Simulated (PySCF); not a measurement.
Cd(H)(I), SMILES [CdH][I] (HCdI) (B3LYP/def2-SVP optimised geometry):

```
3

Cd    -0.478    -0.004     0.000
H     -2.150     0.004     0.001
I      2.150    -0.004     0.000
```

Level of theory: B3LYP/def2-TZVP, def2 effective core potentials past Kr in PySCF.

**Question.** What are the frontier orbital energies and the dipole moment?

**Answer.** HOMO-2 -8.23 eV, HOMO-1 -7.23 eV, HOMO -7.23 eV, LUMO -1.48 eV, LUMO+1 -1.16 eV; dipole moment 1.80 D.
